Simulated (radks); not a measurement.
Values are calculated unless marked as measured or tabulated.
Coherent X-ray form factor from a spherical all-electron density. Code: a radial shooting solver on a logarithmic mesh with Libxc functionals. Model: Dirac Kohn-Sham, PBEsol, spin-unpolarised, spherical densities, point nucleus.

sin(theta)/lambda (1/angstrom)  f0 (electrons)
0.05                                    38.212
0.1                                     36.252
0.15                                    33.848
0.2                                     31.440
0.25                                    29.178
0.3                                     27.107
0.4                                     23.604
0.5                                     20.880
0.6                                     18.675
0.8                                     14.984
1                                       11.888
1.25                                     9.029
1.5                                      7.260
2                                        5.565

The species is in the configuration that NIST lists as its ground one. Which atom or ion scatters so?

Answer. The zirconium ion Zr+, [Kr] 4d2 5s1. Extrapolating in s^2 from the first two rows gives f0(0) = 38.9, near the electron count 39; among species with that count, the fall with angle is slower the higher Z, and the table is that of Z = 40; from so few rows the species is fixed only to a neighbour or two.
